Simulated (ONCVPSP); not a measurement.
## magnesium (Mg): excitation energies, all-electron against ONCV

Mg (Z = 12), optimised norm-conserving Vanderbilt (ONCV), made with ONCVPSP 4.0.1 (LDA (Perdew-Wang 92), scalar-relativistic). Core [Ne], reference 3s2. Waves: 3s: rc 2.00 bohr, ncon 4, nbas 8, qcut 2.6 1/bohr, 1 projector; p scattering state at 0.45 Ha: rc 1.85 bohr, ncon 4, nbas 7, qcut 4.5 1/bohr, 2 projectors, debl 3.2 Ha; d scattering state at 0.04 Ha: rc 1.95 bohr, ncon 4, nbas 7, qcut 4.3 1/bohr, 1 projector. Local part: polynomial inside 1.85 bohr (lpopt 5, dvloc0 0 Ha). Core correction: polynomial model core, fcfact 0.35.

Energies are relative to the spin-unpolarised reference configuration 3s2; without spin polarisation the order of configurations can differ from experiment.

```
valence configuration  charge  ΔE all-electron (eV)  error AE − PS (meV)
                  3s1      +1                 8.068                 +2.0
                3s1.5    +0.5                 3.189                 +0.6
              3s1 3p1       0                 3.521                  +16
```

Task: What are ΔE and the potential's error for 3s0 3p2?

Result: ΔE = 7.266 eV all-electron; the error (AE − PS) is +24 meV.

Levels in the configuration 3s1:

| level | all-electron (eV) | pseudo (eV) |
| --- | --- | --- |
| 3s | -11.521 | -11.519 |
